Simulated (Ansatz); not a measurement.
Consider the cleavage of the Si–Si bond: `C=C[SiH](O)[SiH](O)O` + `O[SiH](O)F` → `O[SiH](O)O[SiH](O)F` + `C=C[SiH2]O`.

Isolated molecules relaxed with PBE0-D4/def2-TZVP in Ansatz; ΔE leaves out vibrations. CCSD(T)/CBS is the MP2 limit (def2-TZVPP, def2-QZVPP) plus CCSD(T) − MP2 in def2-TZVPP, frozen cores. This one scheme is used for every species. DFT in def2-TZVPP. B3LYP here is the variant with VWN-RPA as its local correlation; programs differ in this. One conformer a species, not always the lowest.

```
             level  ΔE (kJ/mol)
            PBE-D4       -127.1
           ωB97X-V       -151.8
               PBE       -129.2
              PBE0       -141.3
             B3LYP       -155.9
     HF/def2-TZVPP       -187.3
CCSD(T)/def2-TZVPP       -157.1
      HF/CBS(def2)       -190.8
```

What does CCSD(T)/CBS give? (An estimate is asked.)

Ansatz gave: -156.3 kJ/mol. The listed levels differ from it by 29.2, 4.5, 27.1, 15.0, 0.4, -31.0, -0.8, -34.5 kJ/mol.

Largest T1 diagnostic among the species: 0.012.

From PBE to PBE0 (25 % exact exchange), in def2-TZVPP and without D4, ΔE moves by −12.0 kJ/mol. The D4 term adds +3.4 kJ/mol with B3LYP and +2.1 kJ/mol with PBE0; it sums over pairs of atoms, weighted by their polarisabilities, and B3LYP, whose exchange is more repulsive, gets the larger term. In def2-TZVPP, CCSD(T) changes the Hartree–Fock value by +30.1 kJ/mol (the triples alone add +4.7 kJ/mol) and MP2 by +26.0 kJ/mol.
